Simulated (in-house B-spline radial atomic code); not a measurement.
Configurations of Pr, with energies counted from [Xe] 4f3 6s2. Method: scalar-relativistic (X2C) LC-wPBE, spin-polarised, spherical fractional occupations, exact exchange averaged over the configuration, Fermi nucleus of rms radius 4.8919 fm. Calculated with a radial B-spline atomic code at the basis-set limit. Shells without spins written out take the highest spin.

Occupations are held fixed; configurations that lie above the ionisation limit could autoionise.

```
               configuration  E - E(ref) (eV)  highest orbital  its <r> (bohr)
            [Xe] 4f3 6s1 6d1           3.6889            6d up           12.43
            [Xe] 4f3 6s1 7d1           4.3012            7d up            23.8
            [Xe] 4f2 6s2 7s1           5.6914            7s up            10.2
[Kr] 4d9 4f3 5s2 5p6 6s2 7p1           114.86            7p up           13.08
```

Problem. Order these further configurations by energy, lowest first.
A. [Xe] 4f3 6s1 7s1
B. [Xe] 4f3 5d1 6s1
C. [Kr] 4d9 4f4 5s2 5p6 6s2
D. [Xe] 4f2 6s2 6p1

Solution. B (0.86198 eV), A (3.0715 eV), D (3.4592 eV), C (106.63 eV).
